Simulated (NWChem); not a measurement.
# SnSiH₄O, singlet; SMILES [SiH3][Sn][OH]

```xyz
7

Sn     0.3444     0.5668    -0.1229
O     -1.5921     1.0402     0.0811
H     -2.1874     0.2906     0.2012
Si    -0.1602    -2.0847    -0.0235
H      0.9907    -2.9416     0.4131
H     -0.5643    -2.5609    -1.3914
H     -1.3190    -2.3856     0.8861
```
Atoms are numbered in this order, from 1.

Level: PBE0/def2-SVP with def2 effective core potentials on Sn (NWChem), optimised geometry, unscaled harmonic frequencies. Low-valent species are run as closed-shell singlets; no triplet was tried in these runs. def2 effective core potentials on Sn; no spin-orbit coupling.

Problem. List the harmonic frequencies with IR intensities, and the thermochemistry.

Solution. 
| frequency (cm⁻¹) | IR intensity (km/mol) |
|---|---|
| 33 | 0.0 |
| 115 | 9.5 |
| 260 | 21.6 |
| 324 | 42.3 |
| 408 | 7.0 |
| 477 | 96.0 |
| 602 | 88.7 |
| 767 | 112.2 |
| 841 | 265.4 |
| 927 | 25.5 |
| 931 | 33.4 |
| 2174 | 91.0 |
| 2184 | 107.2 |
| 2203 | 108.2 |
| 3882 | 53.1 |

```json
{
  "zero_point_energy": "23.0 kcal/mol",
  "thermal correction to the enthalpy at 298.15 K (with zero-point energy)": "27.5 kcal/mol",
  "heat capacity Cv": "19.3 cal/(mol K)",
  "entropy at 298.15 K and 1 atm (symmetry number 1)": "82.3 cal/(mol K)"
}
```

Rigid rotor and harmonic oscillator; modes under 100 cm⁻¹ make the entropy uncertain.
